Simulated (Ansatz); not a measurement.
**One reagent, a row of partners**

Four-centre ligand exchange: CH₆Ge ([CH3][GeH3]) meets different reagents, and the same bond of it breaks. Each row is one chosen step, not always the lowest open to these reactants.

Gas-phase electronic energies, without zero-point energy, by CCSD(T) at an estimated basis limit (MP2 extrapolated from triple and quadruple zeta, plus CCSD(T) − MP2 in triple zeta); Ansatz 0.2.0, def2-TZVPP and QZVPP, frozen cores, on PBE0-D4/def2-TZVP structures. Extrapolation: Hartree–Fock as exp(−7.88 √X), correlation as X^−2.97. All energies, in kcal/mol, count from the separated reactants, without counterpoise correction; the start and end structures are the complexes reached by relaxing down from the saddle, and deeper ones may exist. Brackets give SMILES, or, where every atom is bracketed, only which atoms are joined. Steps whose reference was doubtful or whose search ended elsewhere are left out.

| reactants | products | broken | formed | start structure | saddle | end structure | saddle by PBE-D4/TZ |
| --- | --- | --- | --- | --- | --- | --- | --- |
| CH₆Ge ([CH3][GeH3]) + HBr | GeH₃Br ([GeH3][Br]) + CH₄ | Br–H, C–Ge | Br–Ge, C–H | -1.83 | 38.73 | -24.01 | 31.11 |
| CH₆Ge ([CH3][GeH3]) + HF | GeH₃F ([F][GeH3]) + CH₄ | C–Ge, F–H | C–H, F–Ge | -2.18 | ? | -16.65 | 33.03 |
| CH₆Ge ([CH3][GeH3]) + AsH₃ | GeAsH₅ ([GeH3][AsH2]) + CH₄ | As–H, C–Ge | As–Ge, C–H | -1.57 | 69.60 | -14.35 | 59.04 |
| CH₆Ge ([CH3][GeH3]) + NH₃ | GeNH₅ ([NH2][GeH3]) + CH₄ | C–Ge, H–N | C–H, Ge–N | -2.27 | 59.10 | -4.21 | 48.91 |

Problem. What is the height of the saddle for CH₆Ge ([CH3][GeH3]) + HF? (Judge from chemistry; the value comes from the calculation.)

Solution. By the calculation: 44.11 kcal/mol relative to the separated reactants, between the members at 38.73 and 59.10; above its start structure the barrier is 44.11 − (-2.18) ≈ 46.29 kcal/mol.

Problem. How do the PBE-D4 saddles lie against the coupled-cluster estimate?

Solution. All lower, by 7.62 to 11.08 kcal/mol.

T1 diagnostic: at most 0.013. The filled d shells of As, Br, Ge are correlated in sets not built for that, so values that involve them are less sure.

For scale, one of the runs: CCSD(T)/def2-TZVPP, 253 basis functions, launched by `ansatz run in.yaml --threads 8 --pin off --events-out ev --progress --plain --max-ram 19148MiB`. The run took 2.7 min on 8 CPU threads of an Arm Neoverse V2 (shared host), with 5.7 GiB of host memory at its peak.
